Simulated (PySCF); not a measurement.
## Basis and Hamiltonian dependence of the excitation energy of Os

Os [Xe] 4f14 5d6 6s2 (5D) → Os [Xe] 4f14 5d7 6s1 (5F). Calculated with PySCF 2.14 from differences of total energies of unrestricted determinants, without spin-orbit coupling. Values in eV.

```
                                                                               basis    Hamiltonian  functions    UHF    PBE   PBE0  MP2 (valence)  CCSD(T) (valence)
                             def2-TZVPPD with the def2 core potential (60 electrons)            ECP         59  0.621  0.355  0.340          0.486              0.582
                                                                        ANO-RCC-VDZP  spin-free X2C         68  0.578    n/a    n/a            n/a                n/a
                                                        aug-cc-pVTZ-PP with ECP60MDF            ECP         88  0.693  0.392  0.393          0.612                n/a
                             def2-QZVPPD with the def2 core potential (60 electrons)            ECP         88  0.626  0.361  0.347          0.522              0.627
                                                                        x2c-TZVPPall  spin-free X2C         97  0.682  0.438  0.420          0.588              0.720
                                                                        ANO-RCC-VTZP  spin-free X2C        104  0.676  0.428  0.405          0.557              0.710
aug-cc-pVTZ-PP with one added diffuse shell each of s, p, d, f, g type with ECP60MDF            ECP        113  0.694    n/a  0.393          0.613                n/a
                   x2c-TZVPPall with one added diffuse shell each of s, p, d, f type  spin-free X2C        113  0.682  0.437  0.420          0.585              0.706
                                                        aug-cc-pVQZ-PP with ECP60MDF            ECP        135  0.692  0.392  0.393          0.554                n/a
```

Frozen in the all-electron rows: valence: [Xe] 4f14; with a core potential, the same shells as far as they lie outside it.

Reference for a calculation without spin-orbit coupling: 0.798 eV (measured, between term centres; NIST).
